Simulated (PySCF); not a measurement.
## Property card for `C=CC(C=C)=CCO`

Species: C₇H₁₀O.
Bonds: C1–C2 (double), C2–C3, C3–C4, C4–C5 (double), C3–C6 (double), C6–C7, C7–O8. Hydrogens: H9, H10 on C1; H11 on C2; H12 on C4; H13, H14 on C5; H15 on C6; H16, H17 on C7; H18 on O8.

Structural features include: C=C double bond and alcohol.

From GFN2-xTB geometry:

```yaml
Point_group_of_the_GFN2-xTB_geometry: C1
Rotational_constants_A_B_C_of_the_GFN2-xTB_geometry: 3.814, 1.111, 0.887 GHz
```

**PBE0/def2-SVPD ground state and vertical TDDFT (core frozen in the response) (PySCF)**

```yaml
Dipole_moment: 1.55 D
HOMO_energy: -6.44 eV
LUMO_energy: -1.06 eV
HOMO–LUMO_gap: 5.38 eV
Lowest_singlet_excitation: 4.88 eV (254 nm, f = 0.174)
Strongest_line_among_the_6_lowest_singlet_transitions: S2 at 5.30 eV (234 nm, f = 0.296)
Lowest_triplet_excitation_Tamm–Dancoff: 2.91 eV
Static_isotropic_polarisability: 95.3 au
Electronic_spatial_extent_⟨r²⟩_about_the_centre_of_nuclear_charge: 1293 bohr²
```

From PBE0/pcSseg-1 ground state and GIAO shieldings, non-relativistic (PySCF):

```yaml
Lowest_Hirshfeld_atomic_charge: -0.23 e on O8
Highest_Hirshfeld_atomic_charge: +0.16 e on H18
13C_chemical_shifts_computed_TMS_as_zero_by_class: 145.6 (C2), 143.4 (C3), 143.1 (C6), 139.4 (C4), 128.7 (C5), 123.4 (C1), 66.9 (C7) ppm
1H_chemical_shifts_computed_TMS_as_zero_by_class: 6.58 (H11), 6.42 (H12), 5.84 (H9), 5.81 (H14), 5.80 (H13), 5.70 (H15), 5.49 (H10), 4.71 (H16/H17), 0.37 (H18) ppm
Isotropic_shieldings_of_nuclei_other_than_C_and_H_by_class: 303 (O8) ppm
Mayer_bond_orders_between_heavy_atoms: C1–C2 1.92, C2–C3 1.08, C3–C4 1.07, C4–C5 1.95, C3–C6 1.73, C6–C7 1.03, C7–O8 0.93
```

Monoisotopic mass from the formula: 110.0732 u.

The largest Löwdin shares of the LUMO are 0.24 on C6, 0.15 on C3, 0.13 on C5 and 0.12 on C1. With B = h/(8π²I), that is 505.379 GHz u Å² over I, the principal moments of inertia are 132.5, 455.0 and 569.6 u Å² (most abundant isotopes); the inertial defect Ic − Ia − Ib is -17.9 u Å² (zero for a rigid planar frame, negative otherwise). S1 lies 0.50 eV below the HOMO–LUMO gap; its leading configuration is HOMO→LUMO, weight 0.62, beside HOMO→LUMO+1, weight 0.34. The dipole matches unit charges of opposite sign 0.32 Å apart (1 e·Å = 4.8032 D). The principal polarisabilities are 64.3, 88.0 and 133.6 au; their mean is the isotropic value. The vertical singlet–triplet gap S1 − T1 is 1.97 eV (TDDFT singlet less Tamm–Dancoff triplet; S1: HOMO→LUMO, weight 0.62, beside HOMO→LUMO+1, weight 0.34; T1: HOMO→LUMO, weight 0.91). The 6 singlets span 4.88 to 6.47 eV, and their oscillator strengths add up to 0.61.

The structure is a single GFN2-xTB conformer in the gas phase; no vibrational or solvent corrections.

For the TDDFT job (PBE0/def2-SVPD), rough CPU time on one thread of a shared machine: about 1.8 min.

Conformer computed: `[CH2:1]=[CH:2][C:3]([CH:4]=[CH2:5])=[CH:6][CH2:7][OH:8]`: C1–C2–C3–C4 18°, C2–C3–C4–C5 42°, C3–C6–C7–O8 179°, H–O8–C7–C6 -57°.
